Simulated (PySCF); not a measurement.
HCl$_{3}$HfO, singlet, at a GFN2-xTB geometry (such geometries of metal compounds can be far from the true shape) (core potentials on Hf). Base run: DF-R2SCAN/def2-SV(P) run with PySCF.

PySCF was given this input:
```python
from pyscf import gto, scf, dft

mol = gto.Mole()
mol.atom = '''
    Hf   -0.149257    0.140340    0.031307
    Cl    1.679986    1.133706   -0.804675
    Cl    0.562393   -0.679294    1.994347
    Cl   -0.648783   -1.605013   -1.298656
    O    -1.726269    1.075959    0.007662
    H    -2.534472    0.848031   -0.462672
'''
mol.basis = 'def2-sv(p)'
mol.ecp = {'Hf': 'def2-sv(p)'}
mol.charge = 0
mol.spin = 0
mol.verbose = 4
mol.build()

mf = dft.RKS(mol)
mf.xc = 'r2scan'
mf = mf.density_fit(auxbasis='def2-universal-jkfit')
mf.kernel()
mf.analyze()
```

Each row names what was changed in the base input (with any setting that the change needs).

```tsv
change	basis functions	E (Eh)	HOMO (eV)	HOMO-LUMO gap (eV)	dipole (D)	core-seconds (rough)
base	95	-1504.11873	-8.35	6.38	2.77	20
basis = LANL2DZ	57	-169.86665	-8.67	6.25	3.30	10
basis = def2-SVP	105	-1504.15167	-8.32	6.56	2.70	20
basis = def2-SVPD	147	-1504.17266	-8.43	6.43	2.45	30
basis = def2-TZVP	188	-1504.72467	-8.32	6.50	2.48	50
basis = def2-TZVPP	227	-1504.73007	-8.31	6.53	2.44	50
basis = def2-TZVPD	230	-1504.72694	-8.33	6.46	2.37	70
```

Totals compare only among sets that treat the same electrons; sets with core potentials leave the core out.
